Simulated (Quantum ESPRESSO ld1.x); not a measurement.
Question: These are the eigenvalues of the occupied orbitals of an atom or ion with whole-number occupations (hartree). Calculated with ld1.x of Quantum ESPRESSO 7.5: scalar-relativistic Kohn-Sham, LDA (Slater exchange, VWN5 correlation), spin-polarised, spherical densities, point nucleus.

| orbital | eigenvalue |
|---|---|
| 1s up | -2592.18 |
| 1s down | -2592.18 |
| 2s up | -481.102 |
| 2s down | -481.032 |
| 2p up | -425.932 |
| 2p down | -425.873 |
| 3s up | -141.881 |
| 3s down | -141.835 |
| 3p up | -125.531 |
| 3p down | -125.481 |
| 3d up | -106.846 |
| 3d down | -106.783 |
| 4s up | -57.6002 |
| 4s down | -57.4466 |
| 4p up | -51.7664 |
| 4p down | -51.6154 |
| 4d up | -44.6198 |
| 4d down | -44.4692 |

Which element is it, and in what charge state? The configuration may be excited. Open shells, if any, are filled with parallel spins first.

Answer: Z = 74, tungsten, charge +30: W30+ in [Kr] 4d8. The list shows which subshells hold electrons but not how many an open one holds; the 1s level, -2592.2 hartree, gives Z - s = 72.0 by -(Z - s)^2/2, which with screening and relativity narrows Z to a few neighbours, and the depths of the outer levels then fix element, charge and occupations together.
